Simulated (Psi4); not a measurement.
ethylene glycol (C$_{2}$H$_{6}$O$_{2}$), singlet, geometry from GFN2-xTB; Psi4 with CAM-B3LYP/def2-SVP.

Here is a job for Psi4.
```
memory 2 GB

molecule mol {
0 1
  O     1.388627   -0.506554    0.021946
  C     0.631635    0.668434   -0.198355
  C    -0.809647    0.235748   -0.470992
  O    -1.376300   -0.403433    0.640800
  H     2.302154   -0.267360    0.203737
  H     0.657454    1.313703    0.689952
  H     1.016993    1.228516   -1.060371
  H    -1.428327    1.110285   -0.681176
  H    -0.816259   -0.430666   -1.345054
  H    -0.762555   -1.099674    0.907025
}

set basis def2-svp
set reference rks
set diis_max_vecs 3

energy('cam-b3lyp')
print_variables()
```

Task: Write the output that Psi4 gives for this input, abridged.

Result: 
```
   => Loading Basis Set <=

    Name: DEF2-SVP
    Role: ORBITAL
    Keyword: BASIS

         ---------------------------------------------------------
                                   SCF
               by Justin Turney, Rob Parrish, Andy Simmonett
                          and Daniel G. A. Smith
                              RKS Reference
         ---------------------------------------------------------

  ==> Geometry <==

    Molecular point group: c1
    Full point group: C1

    Geometry (in Angstrom), charge = 0, multiplicity = 1:

       Center              X                  Y                   Z               Mass
    ------------   -----------------  -----------------  -----------------  -----------------
         O            1.404132779645    -0.476964094050     0.001434738956    15.994914619570
         C            0.647140779645     0.698023905950    -0.218866261044    12.000000000000
         C           -0.794141220355     0.265337905950    -0.491503261044    12.000000000000
         O           -1.360794220355    -0.373843094050     0.620288738956    15.994914619570
         H            2.317659779645    -0.237770094050     0.183225738956     1.007825032230
         H            0.672959779645     1.343292905950     0.669440738956     1.007825032230
         H            1.032498779645     1.258105905950    -1.080882261044     1.007825032230
         H           -1.412821220355     1.139874905950    -0.701687261044     1.007825032230
         H           -0.800753220355    -0.401076094050    -1.365565261044     1.007825032230
         H           -0.747049220355    -1.070084094050     0.886513738956     1.007825032230

  Running in c1 symmetry.

  Rotational constants: A =      0.53022  B =      0.18289  C =      0.15311 [cm^-1]
  Rotational constants: A =  15895.71633  B =   5483.01658  C =   4590.13547 [MHz]
  Nuclear repulsion =  133.379716272660858

  Charge       = 0
  Multiplicity = 1
  Electrons    = 34
  Nalpha       = 17
  Nbeta        = 17

  ==> Algorithm <==

  SCF Algorithm Type is DF.
  DIIS enabled.
  MOM disabled.
  Fractional occupation disabled.
  Guess Type is SAD.
  Energy threshold   = 1.00e-06
  Density threshold  = 1.00e-06
  Integral threshold = 1.00e-12

  ==> Primary Basis <==

  Basis Set: DEF2-SVP
    Blend: DEF2-SVP
    Number of shells: 42
    Number of basis functions: 86
    Number of Cartesian functions: 90
    Spherical Harmonics?: true
    Max angular momentum: 2

  ==> DFT Potential <==

   => LibXC <=

    Version 7.1.2
    S. Lehtola, C. Steigemann, M. J. T. Oliveira, and M. A. L. Marques,  SoftwareX 7, 1–5 (2018) (10.1016/j.softx.2017.11.002)

   => Composite Functional: CAM-B3LYP <=

    CAM-B3LYP Hyb-GGA Exchange-Correlation Functional

    T. Yanai, D. P. Tew, and N. C. Handy,  Chem. Phys. Lett. 393, 51 (2004) (10.1016/j.cplett.2004.06.011)

    Deriv               =              1
    GGA                 =           TRUE
    Meta                =          FALSE

    Exchange Hybrid     =           TRUE
    MP2 Hybrid          =          FALSE

   => Exchange Functionals <=

    0.3500         Becke 88 [omega = 0.3300]
    0.4600   Short-range recipe for B88 functional - erf [omega = 0.3300]

   => Exact (HF) Exchange <=

    0.4600            HF,LR [omega = 0.3300]
    0.1900               HF

   => Correlation Functionals <=

    0.1900   Vosko, Wilk & Nusair (VWN5)
    0.8100   Lee, Yang & Parr

   => LibXC Density Thresholds  <==

    XC_HYB_GGA_XC_CAM_B3LYP:  1.00E-14

   => Molecular Quadrature <=

    Radial Scheme          =       TREUTLER
    Pruning Scheme         =           NONE
    Nuclear Scheme         =       TREUTLER

    Blocking Scheme        =         OCTREE
    BS radius alpha        =              1
    Pruning alpha          =              1
    Radial Points          =             75
    Spherical Points       =            302
    Total Points           =         214344
    Total Blocks           =           1638
    Max Points             =            256
    Max Functions          =             85
    Weights Tolerance      =       1.00E-15

   => Loading Basis Set <=

    Name: (DEF2-SVP AUX)
    Role: JKFIT
    Keyword: DF_BASIS_SCF

  ==> Integral Setup <==

  SCF_SUBTYPE=INCORE selected. In-core MEM_DF algorithm will be used.
  Using in-core AOs.

  ==> MemDFJK: Density-Fitted J/K Matrices <==

    J tasked:                   Yes
    K tasked:                   Yes
    wK tasked:                  Yes
    Omega:                3.300E-01
    Algorithm:                 Core
    Schwarz Cutoff:           1E-12
    Mask sparsity (%):       0.2975
    Fitting Condition:        1E-10

   => Auxiliary Basis Set <=

  Basis Set: (DEF2-SVP AUX)
    Blend: DEF2-UNIVERSAL-JKFIT
    Number of shells: 136
    Number of basis functions: 412
    Number of Cartesian functions: 484
    Spherical Harmonics?: true
    Max angular momentum: 4

  Minimum eigenvalue in the overlap matrix is 3.3721740793E-03.
  Reciprocal condition number of the overlap matrix is 5.8451693196E-04.
    Using symmetric orthogonalization.

  ==> Pre-Iterations <==

  SCF Guess: Superposition of Atomic Densities via on-the-fly atomic UHF (no occupation information).

   -------------------------
    Irrep   Nso     Nmo
   -------------------------
     A         86      86
   -------------------------
    Total      86      86
   -------------------------

  ==> Iterations <==

                           Total Energy        Delta E     RMS |[F,P]|

   @DF-RKS iter SAD:  -229.41547882952329   -2.29415e+02   0.00000e+00
   @DF-RKS iter   1:  -229.76858094232597   -3.53102e-01   8.09346e-03 DIIS/ADIIS
   @DF-RKS iter   2:  -229.77811162722898   -9.53068e-03   8.50677e-03 DIIS/ADIIS
   @DF-RKS iter   3:  -229.97820416752208   -2.00093e-01   7.72034e-04 DIIS/ADIIS
   @DF-RKS iter   4:  -229.97984189042467   -1.63772e-03   2.84805e-04 DIIS/ADIIS
   @DF-RKS iter   5:  -229.98010648846477   -2.64598e-04   4.63775e-05 DIIS
   @DF-RKS iter   6:  -229.98011358496066   -7.09650e-06   1.14394e-05 DIIS
   @DF-RKS iter   7:  -229.98011411690902   -5.31948e-07   5.76137e-06 DIIS
   @DF-RKS iter   8:  -229.98011422053196   -1.03623e-07   1.30082e-06 DIIS
   @DF-RKS iter   9:  -229.98011422853182   -7.99986e-09   6.30221e-07 DIIS
  Energy and wave function converged.

  ==> Post-Iterations <==

   Electrons on quadrature grid:
      Ntotal   =   33.9999876113 ; deviation = -1.239e-05

    Orbital Energies [Eh]
    ---------------------

    Doubly Occupied:

       1A    -19.208803     2A    -19.188020     3A    -10.304526
       4A    -10.297110     5A     -1.101006     6A     -1.072207
       7A     -0.806045     8A     -0.686207     9A     -0.602367
      10A     -0.564537    11A     -0.528823    12A     -0.487718
      13A     -0.473643    14A     -0.419951    15A     -0.385406
      16A     -0.346376    17A     -0.326605

    Virtual:

      18A      0.087722    19A      0.132242    20A      0.141974
      21A      0.165604    22A      0.177007    23A      0.194461
      24A      0.253608    25A      0.272685    26A      0.283824
      27A      0.523450    28A      0.538902    29A      0.547844
      30A      0.562095    31A      0.616550    32A      0.643455
      33A      0.676335    34A      0.705988    35A      0.715210
      36A      0.723893    37A      0.738146    38A      0.753638
      39A      0.761138    40A      0.892558    41A      1.022048
      42A      1.038856    43A      1.063134    44A      1.097653
      45A      1.210087    46A      1.251322    47A      1.339139
      48A      1.377627    49A      1.427824    50A      1.444563
      51A      1.533703    52A      1.572075    53A      1.584622
      54A      1.674617    55A      1.728460    56A      1.781459
      57A      1.797701    58A      1.846902    59A      1.888704
      60A      1.916932    61A      1.939357    62A      1.945330
      63A      1.971428    64A      2.039622    65A      2.181728
      66A      2.217886    67A      2.291547    68A      2.319470
      69A      2.347210    70A      2.400745    71A      2.534285
      72A      2.579796    73A      2.793950    74A      2.829220
      75A      2.928007    76A      2.966355    77A      3.006497
      78A      3.076355    79A      3.125786    80A      3.145339
      81A      3.238393    82A      3.258815    83A      3.400944
      84A      3.442758    85A      3.831666    86A      3.864251

    Final Occupation by Irrep:
              A
    DOCC [    17 ]
    NA   [    17 ]
    NB   [    17 ]

  @DF-RKS Final Energy:  -229.98011422853182

   => Energetics <=

    Nuclear Repulsion Energy =            133.3797162726608576
    One-Electron Energy =                -578.0846452435646370
    Two-Electron Energy =                 236.7419709219402364
    DFT Exchange-Correlation Energy =     -22.0171561795682749
    Empirical Dispersion Energy =           0.0000000000000000
    VV10 Nonlocal Energy =                  0.0000000000000000
    Total Energy =                       -229.9801142285318178

Computation Completed

Properties will be evaluated at   0.000000,   0.000000,   0.000000 [a0]

Properties computed using the SCF density matrix

 Multipole Moments:

 ------------------------------------------------------------------------------------
     Multipole            Electronic (a.u.)      Nuclear  (a.u.)        Total (a.u.)
 ------------------------------------------------------------------------------------

 L = 1.  Multiply by 2.5417464519 to convert [e a0] to [Debye]
 Dipole X            :         -0.0877324            0.9962646            0.9085322
 Dipole Y            :         -1.5195953            1.9011718            0.3815766
 Dipole Z            :          1.1201035           -1.3178645           -0.1977610
 Magnitude           :                                                    1.0050576

 ------------------------------------------------------------------------------------

  Variable Map:
  ----------------------------------------------------------------------------
  "CURRENT ENERGY"              =>    -229.980114228532
  "CURRENT REFERENCE ENERGY"    =>    -229.980114228532
  "DD SOLVATION ENERGY"         =>       0.000000000000
  "DFT FUNCTIONAL TOTAL ENERGY" =>    -229.980114228532
  "DFT TOTAL ENERGY"            =>    -229.980114228532
  "DFT VV10 ENERGY"             =>       0.000000000000
  "DFT XC ENERGY"               =>     -22.017156179568
  "GRID ELECTRONS ALPHA"        =>      16.999993805639
  "GRID ELECTRONS BETA"         =>      16.999993805639
  "GRID ELECTRONS TOTAL"        =>      33.999987611279
  "NUCLEAR REPULSION ENERGY"    =>     133.379716272661
  "ONE-ELECTRON ENERGY"         =>    -578.084645243565
  "PCM POLARIZATION ENERGY"     =>       0.000000000000
  "PE ENERGY"                   =>       0.000000000000
  "SCF ITERATION ENERGY"        =>    -229.980114228532
  "SCF ITERATIONS"              =>       9.000000000000
  "SCF TOTAL ENERGY"            =>    -229.980114228532
  "TWO-ELECTRON ENERGY"         =>     236.741970921940
  "XC GRID RADIAL POINTS"       =>      75.000000000000
  "XC GRID SPHERICAL POINTS"    =>     302.000000000000
  "XC GRID TOTAL POINTS"        =>  214344.000000000000

  Array Variable Map:
  ----------------------------------------------------------------------------
  "CURRENT DIPOLE"              =>       0.908532206707 ... -0.197761019760 1 by 3
  "SCF DIPOLE"                  =>       0.908532206707 ... -0.197761019760 1 by 3
  "SCF TOTAL ENERGIES"          =>    -229.415478829523 ... -229.980114228532 1 by 10
```
